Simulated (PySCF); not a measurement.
Ta(S)(F)(OH)2 (FH2O2STa), SMILES [OH][Ta]([OH])([F])=[S], multiplicity 1. Geometry: PBE-D3(BJ)/def2-SVP. The spin state was assumed, not searched. The structure was generated by enumeration; whether it is a known compound was not checked. The def2 effective core potentials stand for the cores of Ta; spin–orbit coupling is left out. The values are those of a single conformer.

Computed equilibrium geometry at PBE-D3(BJ)/def2-SVP (PySCF confirms it by a frequency run) as a Z-matrix, and its point group (one conformer of several):
point group Cs.
```
Ta
F 1 1.8951
O 1 1.9021 2 110.89
H 3 0.9727 1 132.84 2 -117.97
O 1 1.9021 2 110.89 3 120.71
H 5 0.9727 1 132.84 2 117.97
S 1 2.1837 2 109.17 5 119.65
```
